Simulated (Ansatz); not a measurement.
A trace of molecular dynamics of ClGaH$_{2}$O (5 atoms, charge 0, multiplicity 1).

Level of theory: RKS revPBE-D4/def2-SVP in Ansatz.

* ensemble: NVE (velocity Verlet)
* starting velocities drawn for: 300 K
* seed: 2824

```csv
time (fs),T (K),potential energy less start (eV),conserved less start (meV/atom)
0.0,300,0.000,0.00
4.0,246,0.021,0.10
8.0,234,0.026,0.15
12.0,403,-0.038,0.27
16.0,1102,-0.309,0.32
20.0,2457,-0.835,0.17
24.0,3698,-1.318,-0.10
28.0,3854,-1.378,-0.05
32.0,3538,-1.256,-0.11
36.0,3016,-1.054,-0.14
40.0,2060,-0.682,0.06
44.0,1739,-0.557,0.15
48.0,2451,-0.834,0.03
52.0,2508,-0.855,0.22
56.0,2785,-0.963,0.15
60.0,3559,-1.264,-0.08
64.0,3211,-1.129,-0.02
68.0,2346,-0.793,0.01
72.0,2002,-0.660,0.05
76.0,2441,-0.830,0.10
80.0,3136,-1.100,0.06
84.0,3337,-1.177,0.10
88.0,2857,-0.991,0.22
92.0,2375,-0.804,0.18
96.0,1873,-0.610,0.08
100.0,915,-0.237,0.19
```

**Question.** Can this run be trusted? Judge the integration.

**Answer.** The conserved energy stayed within 0.35 meV per atom of its start (net change 0.19 meV per atom), so the integration is sound. The system heated up, since it started high on the potential surface and ran downhill. A run of 0.1 ps of so small a system gives no equilibrium averages. The orbitals stay closed-shell, which can raise the energy where a bond breaks towards radicals; this wasn't checked here. The time step was 0.5 fs.

Time of the run: 5 min on 1 thread of Arm Neoverse V2 (shared host), peak memory 0.12 GiB.
